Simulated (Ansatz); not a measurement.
Geometry optimisation, RKS B3LYP-D4/def2-SVP (Ansatz 0.2.0).

Input:

```yaml
crystal:
  periodic: [false, false, false]
  atoms:
    - { symbol: B, position_ang: [0.0, 0.0, 0.0] }
    - { symbol: Cl, position_ang: [0.0, 0.0, 2.21] }
    - { symbol: O, position_ang: [1.2211, 0.0, -0.705] }
    - { symbol: H, position_ang: [1.5209, -0.9519, -0.8599] }
    - { symbol: H, position_ang: [-1.0305, 0.0, -0.595] }
    - { symbol: F, position_ang: [0.0726, 1.5356, 0.5108] }
    - { symbol: H, position_ang: [0.0564, 1.1931, 1.5499] }
basis:
  gaussian: { orbitals: def2-SVP }
hamiltonian:
  xc: b3lyp
  dispersion: d4
relax:
  f_tol: 0.15
  max_steps: 25
  restrain:
    - { distance: [0, 5], at: 1.32, k: 30.0 }
    - { distance: [6, 1], at: 1.37, k: 30.0 }
    - { distance: [0, 1], at: 3.06, k: 30.0 }
    - { distance: [6, 5], at: 2.12, k: 30.0 }
```

Launched with:

```bash
$ ansatz run input.yaml --threads 1 --pin off --max-ram 2048MiB --backend cpu --events-out ev --progress --plain --runs-dir out
```

Q: Where does it end, and by what steps?

A: The forces met the threshold. The restraints hold the end off the free minimum; the threshold counts their pulls, which the force column leaves out. Restrained pairs: B1–F6 (1.62 → 1.33 Å), Cl2–H7 (1.36 → 1.33 Å), B1–Cl2 (2.21 → 3.07 Å), F6–H7 (1.09 → 2.12 Å). After 7 steps the energy has fallen by 2.698 eV (the restraints' own energy left out); B1 moved furthest, 0.57 Å.

| step | energy less start (eV) | largest force component (eV/Å) | accepted |
| --- | --- | --- | --- |
| 0 | 0.0000 | 4.428 | yes |
| 1 | -1.1061 | 4.791 | yes |
| 2 | -2.0824 | 3.292 | yes |
| 3 | -2.5406 | 1.775 | yes |
| 4 | -2.6524 | 0.758 | yes |
| 5 | -2.6538 | 1.096 | yes |
| 6 | -2.6843 | 0.931 | yes |
| 7 | -2.6977 | 1.009 | yes |

```xyz
7
Properties=species:S:1:pos:R:3
B 0.080 0.388 -0.408
Cl -0.019 -0.085 2.620
O 1.318 -0.082 -0.640
H 1.340 -1.000 -0.938
H -0.942 -0.219 -0.618
F -0.003 1.646 0.019
H 0.066 1.127 2.074
```

Run time: 13 s on 1 thread of Intel(R) Xeon(R) 6975P-C (Granite Rapids), on a shared host, peak memory 0.17 GiB.
